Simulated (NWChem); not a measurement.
System: PbHOF, singlet; SMILES [OH][Pb][F]

Input file for NWChem:

```
start job
memory heap 200 mb stack 900 mb global 1100 mb
geometry units angstroms noautoz
  Pb     0.291751     0.055623     0.000000
  F     -1.113682    -1.457731     0.000000
  O     -1.165205     1.557141     0.000000
  H     -2.051716     1.169437     0.000000
end
basis spherical
  Pb library def2-svp
  F library def2-svp
  O library def2-svp
  H library def2-svp
end
ecp
  Pb library def2-ecp
end
dft
  xc b3lyp
  iterations 150
  vectors input atomic output neutral.movecs
end
task dft energy
charge 1
dft
  odft
  mult 2
  vectors input atomic output cation.movecs
end
task dft energy
```

Output (shortened):

```
             Northwest Computational Chemistry Package (NWChem) 7.3.0
             --------------------------------------------------------

 CS  symmetry detected

                             Geometry "geometry" -> ""
                             -------------------------

 Output coordinates in angstroms (scale by  1.889725989 to convert to a.u.)

  No.       Tag          Charge          X              Y              Z
 ---- ---------------- ---------- -------------- -------------- --------------
    1 Pb                  82.0000     0.26355035     0.03971512     0.00000000
    2 F                    9.0000    -0.93211906    -1.64428515     0.00000000
    3 O                    8.0000    -1.37708867     1.33801428     0.00000000
    4 H                    1.0000    -2.20534826     0.83781213     0.00000000

 Effective nuclear repulsion energy (a.u.)     390.4556150808

      Symmetry information
      --------------------

 Group name             Cs
 Group number              2
 Group order               2
 No. of unique centers     4

                                 NWChem DFT Module
                                 -----------------

 Summary of "ao basis" -> "ao basis" (spherical)
 ------------------------------------------------------------------------------
       Tag                 Description            Shells   Functions and Types
 ---------------- ------------------------------  ------  ---------------------
 Pb                         def2-svp                10       26   4s4p2d
 F                          def2-svp                 6       14   3s2p1d
 O                          def2-svp                 6       14   3s2p1d
 H                          def2-svp                 3        5   2s1p

      Symmetry analysis of basis
      --------------------------

        a'         42
        a"         17

            General Information
            -------------------
          SCF calculation type: DFT
          Wavefunction type:  closed shell.
          No. of atoms     :     4
          No. of electrons :    40
           Alpha electrons :    20
            Beta electrons :    20
          Charge           :     0
          Spin multiplicity:     1
          Use of symmetry is: on ; symmetry adaption is: on
          Maximum number of iterations: 150
          AO basis - number of functions:    59
                     number of shells:    25
          Convergence on energy requested:  1.00D-06
          Convergence on density requested:  1.00D-05
          Convergence on gradient requested:  5.00D-04

              XC Information
              --------------
                         B3LYP Method XC Potential
                     Hartree-Fock (Exact) Exchange  0.200
                        Slater Exchange Functional  0.800 local
                    Becke 1988 Exchange Functional  0.720 non-local
              Lee-Yang-Parr Correlation Functional  0.810
                  VWN I RPA Correlation Functional  0.190 local

             Grid Information
             ----------------
          Grid used for XC integration:  medium
          Radial quadrature: Mura-Knowles
          Angular quadrature: Lebedev.
          Tag              B.-S. Rad. Rad. Pts. Rad. Cut. Ang. Pts.
          ---              ---------- --------- --------- ---------
          Pb                  1.80      123           9.0       590
          F                   0.50       49           8.0       434
          O                   0.60       49           8.0       434
          H                   0.35       45          10.0       434
          Grid pruning is: on
          Number of quadrature shells:   266
          Spatial weights used:  Erf1

      Superposition of Atomic Density Guess
      -------------------------------------

 Sum of atomic energies:        -393.84303752

      Non-variational initial energy
      ------------------------------

 Total energy =    -366.183254
 1-e energy   =    -814.559761
 2-e energy   =     329.923823
 HOMO         =      -0.369336
 LUMO         =      -0.041374

      Symmetry analysis of molecular orbitals - initial
      -------------------------------------------------

  Numbering of irreducible representations:

     1 a'          2 a"

  Orbital symmetries:

     1 a'          2 a'          3 a'          4 a'          5 a'
     6 a"          7 a'          8 a'          9 a'         10 a'
    11 a"         12 a"         13 a'         14 a'         15 a'
    16 a'         17 a"         18 a'         19 a"         20 a'
    21 a"         22 a'         23 a'         24 a'         25 a'
    26 a"         27 a'         28 a'         29 a"         30 a"

   convergence    iter        energy       DeltaE   RMS-Dens  Diis-err
 ---------------- ----- ----------------- --------- --------- ---------
 d= 0,ls=0.0,diis     1   -368.3541553462 -4.87D+02  4.47D-02  1.19D+00
 d= 0,ls=0.0,diis     2   -367.1779675250  1.18D+00  3.14D-02  1.11D+01
 d= 0,ls=0.0,diis     3   -368.4967374086 -1.32D+00  6.69D-03  1.48D-01
 d= 0,ls=0.0,diis     4   -368.4996399760 -2.90D-03  2.90D-03  1.33D-01
 d= 0,ls=0.0,diis     5   -368.5126191558 -1.30D-02  4.44D-04  1.18D-03
  Resetting Diis
 d= 0,ls=0.0,diis     6   -368.5127830056 -1.64D-04  9.36D-05  5.25D-05
 d= 0,ls=0.0,diis     7   -368.5127896768 -6.67D-06  4.11D-05  1.25D-06
 d= 0,ls=0.0,diis     8   -368.5127889994  6.77D-07  2.46D-05  7.83D-06
 d= 0,ls=0.0,diis     9   -368.5127898475 -8.48D-07  3.63D-06  2.43D-08

         Total DFT energy =     -368.512789847469
      One electron energy =     -817.269334242421
           Coulomb energy =      365.926542224496
    Exchange-Corr. energy =      -35.622681003125
 Nuclear repulsion energy =      118.452683173582

 Numeric. integr. density =       39.999996745198

                  Occupations of the irreducible representations
                  ----------------------------------------------

                     irrep           alpha         beta
                     --------     --------     --------
                     a'               15.0         15.0
                     a"                5.0          5.0

                       DFT Final Molecular Orbital Analysis
                       ------------------------------------

 Vector   18  Occ=2.000000D+00  E=-3.239900D-01  Symmetry=a'
              MO Center= -6.3D-01, -7.2D-01, -2.7D-15, r^2= 3.0D+00
   Bfn.  Coefficient  Atom+Function         Bfn.  Coefficient  Atom+Function
  ----- ------------  ---------------      ----- ------------  ---------------
    31      0.487032  2 F  py                34     -0.352642  2 F  py
     3      0.292391  1 Pb s                 45     -0.221608  3 O  py
     1     -0.218049  1 Pb s                 30      0.211846  2 F  px
     4      0.204445  1 Pb s                 12      0.188299  1 Pb py
    11      0.163839  1 Pb px                33     -0.155218  2 F  px

 Vector   19  Occ=2.000000D+00  E=-2.873243D-01  Symmetry=a"
              MO Center= -1.3D+00,  1.1D+00,  1.1D-15, r^2= 1.3D+00
   Bfn.  Coefficient  Atom+Function         Bfn.  Coefficient  Atom+Function
  ----- ------------  ---------------      ----- ------------  ---------------
    46      0.587479  3 O  pz                49      0.452778  3 O  pz
    32      0.157676  2 F  pz                13      0.126537  1 Pb pz
    35     -0.122401  2 F  pz                16      0.109930  1 Pb pz
    18     -0.073881  1 Pb d -1              20     -0.057856  1 Pb d  1
    10     -0.046380  1 Pb pz                23      0.045911  1 Pb d -1

 Vector   20  Occ=2.000000D+00  E=-2.825945D-01  Symmetry=a'
              MO Center= -7.3D-01,  6.2D-01,  3.6D-15, r^2= 3.1D+00
   Bfn.  Coefficient  Atom+Function         Bfn.  Coefficient  Atom+Function
  ----- ------------  ---------------      ----- ------------  ---------------
    45      0.442278  3 O  py                48      0.346565  3 O  py
    11      0.275001  1 Pb px                 3      0.247308  1 Pb s
    30      0.245642  2 F  px                44     -0.235666  3 O  px
     4      0.221736  1 Pb s                  1     -0.184700  1 Pb s
    33     -0.181045  2 F  px                47     -0.164804  3 O  px

 Vector   21  Occ=0.000000D+00  E=-9.137486D-02  Symmetry=a"
              MO Center=  2.1D-01,  7.9D-02, -8.2D-15, r^2= 3.7D+00
   Bfn.  Coefficient  Atom+Function         Bfn.  Coefficient  Atom+Function
  ----- ------------  ---------------      ----- ------------  ---------------
    16      0.562865  1 Pb pz                13      0.555614  1 Pb pz
    46     -0.215126  3 O  pz                49     -0.198505  3 O  pz
    10     -0.187928  1 Pb pz                 7     -0.182271  1 Pb pz
    32      0.164995  2 F  pz                35     -0.142027  2 F  pz
    25     -0.065840  1 Pb d  1              20      0.058956  1 Pb d  1

 Vector   22  Occ=0.000000D+00  E=-2.041098D-02  Symmetry=a'
              MO Center=  4.2D-01,  8.5D-02, -5.5D-15, r^2= 4.4D+00
   Bfn.  Coefficient  Atom+Function         Bfn.  Coefficient  Atom+Function
  ----- ------------  ---------------      ----- ------------  ---------------
    15      0.778581  1 Pb py                12      0.410960  1 Pb py
    43     -0.268930  3 O  s                 29      0.249088  2 F  s
    30     -0.173529  2 F  px                17     -0.155628  1 Pb d -2
     9     -0.154773  1 Pb py                 6     -0.149104  1 Pb py
    33      0.148861  2 F  px                22      0.125391  1 Pb d -2

 Vector   23  Occ=0.000000D+00  E= 6.606266D-04  Symmetry=a'
              MO Center=  1.7D-01,  6.8D-02,  2.7D-15, r^2= 5.0D+00
   Bfn.  Coefficient  Atom+Function         Bfn.  Coefficient  Atom+Function
  ----- ------------  ---------------      ----- ------------  ---------------
    14      0.867439  1 Pb px                 3     -0.405535  1 Pb s
    43      0.380970  3 O  s                 11      0.275452  1 Pb px
    45     -0.218161  3 O  py                 1      0.207816  1 Pb s
    48     -0.207979  3 O  py                29      0.185606  2 F  s
    31     -0.173285  2 F  py                34      0.158466  2 F  py

     Multipole analysis of the density
     ---------------------------------

     L   x y z        total         alpha         beta         nuclear
     -   - - -        -----         -----         ----         -------
     0   0 0 0      0.000000    -20.000000    -20.000000     40.000000

     1   1 0 0      1.045665     15.463971     15.463971    -29.882277
     1   0 1 0      0.258225      2.380633      2.380633     -4.503042
     1   0 0 1     -0.000000     -0.000000     -0.000000      0.000000

     2   2 0 0    -26.941899    -65.933908    -65.933908    104.925916
     2   1 1 0     -0.184921      4.485436      4.485436     -9.155793
     2   1 0 1      0.000000      0.000000      0.000000      0.000000
     2   0 2 0    -34.141118    -87.406152    -87.406152    140.671187
     2   0 1 1      0.000000      0.000000      0.000000      0.000000
     2   0 0 2    -25.585546    -12.792773    -12.792773      0.000000

                                 NWChem DFT Module
                                 -----------------

      Symmetry analysis of basis
      --------------------------

        a'         42
        a"         17

            General Information
            -------------------
          SCF calculation type: DFT
          Wavefunction type:  spin polarized.
          No. of atoms     :     4
          No. of electrons :    39
           Alpha electrons :    20
            Beta electrons :    19
          Charge           :     1
          Spin multiplicity:     2
          Use of symmetry is: on ; symmetry adaption is: on
          Maximum number of iterations: 150
          AO basis - number of functions:    59
                     number of shells:    25
          Convergence on energy requested:  1.00D-06
          Convergence on density requested:  1.00D-05
          Convergence on gradient requested:  5.00D-04

              XC Information
              --------------
                         B3LYP Method XC Potential
                     Hartree-Fock (Exact) Exchange  0.200
                        Slater Exchange Functional  0.800 local
                    Becke 1988 Exchange Functional  0.720 non-local
              Lee-Yang-Parr Correlation Functional  0.810
                  VWN I RPA Correlation Functional  0.190 local

             Grid Information
             ----------------
          Grid used for XC integration:  medium
          Radial quadrature: Mura-Knowles
          Angular quadrature: Lebedev.
          Tag              B.-S. Rad. Rad. Pts. Rad. Cut. Ang. Pts.
          ---              ---------- --------- --------- ---------
          Pb                  1.80      123           9.0       590
          F                   0.50       49           8.0       434
          O                   0.60       49           8.0       434
          H                   0.35       45          10.0       434
          Grid pruning is: on
          Number of quadrature shells:   266
          Spatial weights used:  Erf1

      Superposition of Atomic Density Guess
      -------------------------------------

 Sum of atomic energies:        -393.84303752

 Renormalizing density from      40.00 to     39

      Non-variational initial energy
      ------------------------------

 Total energy =    -362.109249
 1-e energy   =    -794.195767
 2-e energy   =     313.633835
 HOMO         =      -0.705154
 LUMO         =      -0.318951

   Symmetry analysis of molecular orbitals - initial alpha
   -------------------------------------------------------

  Numbering of irreducible representations:

     1 a'          2 a"

  Orbital symmetries:

     1 a'          2 a'          3 a'          4 a'          5 a'
     6 a"          7 a'          8 a'          9 a'         10 a'
    11 a"         12 a"         13 a'         14 a'         15 a'
    16 a"         17 a'         18 a'         19 a"         20 a'
    21 a"         22 a'         23 a'         24 a'         25 a'
    26 a"         27 a'         28 a'         29 a"         30 a"

   Symmetry analysis of molecular orbitals - initial beta
   ------------------------------------------------------

  Numbering of irreducible representations:

     1 a'          2 a"

  Orbital symmetries:

     1 a'          2 a'          3 a'          4 a'          5 a'
     6 a"          7 a'          8 a'          9 a'         10 a'
    11 a"         12 a"         13 a'         14 a'         15 a'
    16 a"         17 a'         18 a'         19 a"         20 a'
    21 a"         22 a'         23 a'         24 a'         25 a'
    26 a"         27 a'         28 a'         29 a"         30 a"

[...]
```

Level: B3LYP/def2-SVP with def2 effective core potentials on Pb, vertical spin-unrestricted ions. Low-valent species are run as closed-shell singlets; no triplet was tried in these runs. The geometry was optimised at PBE0/def2-SVP. def2 effective core potentials on Pb; no spin-orbit coupling.
